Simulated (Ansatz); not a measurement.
Harmonic frequencies (cm⁻¹) at PBE0-D4/def2-TZVP from Ansatz: 253, 502, 641, 715, 815, 3842.

Each molecule was computed in one conformer, which needn't be the lowest.

(1) Which molecule is it?
A. `[Cl][GeH]`
B. `[CH3][Ge][F]`
C. `[OH][Ge][F]`
D. `[NH2][Ge][Cl]`

Answers

(1) C.
